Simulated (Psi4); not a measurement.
HOSi, charge +1, singlet, at a GFN2-xTB geometry; SVWN/def2-TZVP (Psi4).

The Psi4 input:
```
memory 2 GB

molecule {
1 1
  O    -0.00000000   -0.00000000   -0.88835384
  Si    0.00000000    0.00000000    0.64027396
  H    -0.00000000   -0.00000000   -1.85700467
}

set basis def2-tzvp
set damping_percentage 50

energy('svwn')
print_variables()
```

Output, abridged:

```
   => Loading Basis Set <=

    Name: DEF2-TZVP
    Role: ORBITAL
    Keyword: BASIS

         ---------------------------------------------------------
                                   SCF
               by Justin Turney, Rob Parrish, Andy Simmonett
                          and Daniel G. A. Smith
                              RKS Reference
         ---------------------------------------------------------

  ==> Geometry <==

    Molecular point group: c2v
    Full point group: C_inf_v

    Geometry (in Angstrom), charge = 1, multiplicity = 1:

       Center              X                  Y                   Z               Mass
    ------------   -----------------  -----------------  -----------------  -----------------
         O            0.000000000000     0.000000000000    -0.929088200260    15.994914619570
         SI           0.000000000000     0.000000000000     0.599539599740    27.976926534650
         H            0.000000000000     0.000000000000    -1.897739030260     1.007825032230

  Running in c2v symmetry.

  Rotational constants: A = ************  B =      0.61317  C =      0.61317 [cm^-1]
  Rotational constants: A = ************  B =  18382.28092  C =  18382.28092 [MHz]
  Nuclear repulsion =   46.108977021417509

  Charge       = 1
  Multiplicity = 1
  Electrons    = 22
  Nalpha       = 11
  Nbeta        = 11

  ==> Algorithm <==

  SCF Algorithm Type is DF.
  DIIS enabled.
  MOM disabled.
  Fractional occupation disabled.
  Guess Type is SAD.
  Energy threshold   = 1.00e-06
  Density threshold  = 1.00e-06
  Integral threshold = 1.00e-12

  ==> Primary Basis <==

  Basis Set: DEF2-TZVP
    Blend: DEF2-TZVP
    Number of shells: 28
    Number of basis functions: 74
    Number of Cartesian functions: 84
    Spherical Harmonics?: true
    Max angular momentum: 3

  ==> DFT Potential <==

   => LibXC <=

    Version 7.1.2
    S. Lehtola, C. Steigemann, M. J. T. Oliveira, and M. A. L. Marques,  SoftwareX 7, 1–5 (2018) (10.1016/j.softx.2017.11.002)

   => Composite Functional: SVWN <=

    Slater exchange
    Vosko, Wilk & Nusair (VWN5_RPA)
    P. A. M. Dirac,  Math. Proc. Cambridge Philos. Soc. 26, 376 (1930) (10.1017/S0305004100016108)
    F. Bloch,  Z. Phys. 57, 545 (1929) (10.1007/BF01340281)
    S. H. Vosko, L. Wilk, and M. Nusair,  Can. J. Phys. 58, 1200 (1980) (10.1139/p80-159)

    Deriv               =              1
    GGA                 =          FALSE
    Meta                =          FALSE

[...]
   @DF-RKS iter  89:  -363.83104491349053    2.04628e-05   3.61191e-06 DIIS/DAMP=50%
   @DF-RKS iter  90:  -363.83106349496410   -1.85815e-05   4.59064e-06 DIIS/DAMP=50%
   @DF-RKS iter  91:  -363.83092135466097    1.42140e-04   2.32070e-06 DIIS/DAMP=50%
   @DF-RKS iter  92:  -363.83099802589680   -7.66712e-05   3.10819e-06 DIIS/DAMP=50%
   @DF-RKS iter  93:  -363.83094533730952    5.26886e-05   1.97277e-06 DIIS/DAMP=50%
   @DF-RKS iter  94:  -363.83096139752229   -1.60602e-05   1.73856e-06 DIIS/DAMP=50%
   @DF-RKS iter  95:  -363.83095169462541    9.70290e-06   1.10829e-06 DIIS/DAMP=50%
   @DF-RKS iter  96:  -363.83095815900043   -6.46438e-06   7.07213e-07 DIIS/DAMP=50%
   @DF-RKS iter  97:  -363.83096334551431   -5.18651e-06   3.56555e-07 DIIS/DAMP=50%
   @DF-RKS iter  98:  -363.83098493898808   -2.15935e-05   4.24219e-07 DIIS/DAMP=50%
   @DF-RKS iter  99:  -363.83098626525066   -1.32626e-06   3.08127e-07 DIIS/DAMP=50%
   @DF-RKS iter 100:  -363.83098310215127    3.16310e-06   1.09590e-07 DIIS/DAMP=50%

PsiException: Could not converge SCF iterations in 100 iterations.

  Failed to converge.

Traceback (most recent call last):
  File "psi4", line 375, in <module>
  File "<string>", line 24, in <module>
  File "site-packages/psi4/driver/driver.py", line 533, in energy
  File "site-packages/psi4/driver/procrouting/proc.py", line 2760, in run_scf
  File "site-packages/psi4/driver/procrouting/proc.py", line 2047, in scf_helper
  File "site-packages/psi4/driver/procrouting/scf_proc/scf_iterator.py", line 93, in scf_compute_energy
  File "site-packages/psi4/driver/procrouting/scf_proc/scf_iterator.py", line 86, in scf_compute_energy
  File "site-packages/psi4/driver/procrouting/scf_proc/scf_iterator.py", line 609, in scf_iterate

psi4.driver.p4util.exceptions.SCFConvergenceError: Could not converge SCF iterations in 100 iterations.

Printing out the relevant lines from the Psithon --> Python processed input file:
      H    -0.00000000   -0.00000000   -1.85700467
    """)
    core.IO.set_default_namespace("")
    core.set_global_option("BASIS", "def2-tzvp")
    core.set_global_option("DAMPING_PERCENTAGE", 50)
--> energy('svwn')
    print_variables()

!-------------------------------------------------------!
!                                                       !
!  Could not converge SCF iterations in 100 iterations. !
!                                                       !
!-------------------------------------------------------!
```

The run did not converge; its last values are not results.
